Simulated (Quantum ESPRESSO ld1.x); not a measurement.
All-electron atom: Pb4+ in [Xe] 4f14 5d10. Method: Dirac Kohn-Sham, BLYP, spin-unpolarised, spherical densities, point nucleus; computed with ld1.x of Quantum ESPRESSO 7.5.

Radial electron density D(r) = 4 pi r^2 rho(r):

r (bohr)  D(r) (e/bohr)
0.001288          18.35
0.001499          22.61
0.001732          27.40
0.002016          33.35
0.002347          40.28
0.00271           47.78
0.003155          56.64
0.003644          65.83
0.004242          76.13
0.004938          86.66
0.005703          96.37
0.006639          105.7
0.007729          113.3
0.008927          118.2
0.01039           120.5
0.012             119.8
0.01397           116.4
0.01627           111.7
0.01878           107.8
0.02187           106.5
0.02526           109.8
0.0294            118.8
0.03423           131.8
0.03953           144.4
0.04602           153.0
0.05357           152.7
0.06187           144.1
0.07203           131.1
0.08318           122.7
0.09684           124.2
0.1127            134.9
0.1302            144.2
0.1516            141.4
0.1764            122.2
0.2038            98.40
0.2372            83.20
0.274             84.65
0.319             94.35
0.3713            96.43
0.4288            84.23
0.4992            62.22
0.5765            43.23
0.6712            31.51
0.7814            26.85
0.9024            24.36
1.051             20.51
1.223             15.23
1.412             10.14
1.644             5.778
1.899             2.974
2.211             1.261
2.574            0.4432
2.972            0.1336
3.46            0.02866
4.028          0.004347
4.652         0.0005065

D(r) has 4 maxima, at r = 0.0107, 0.0495, 0.138, 0.354 bohr, and minima at 0.0212, 0.0880, 0.251 bohr, inside which lie 2.03, 11.03, 30.12 electrons.
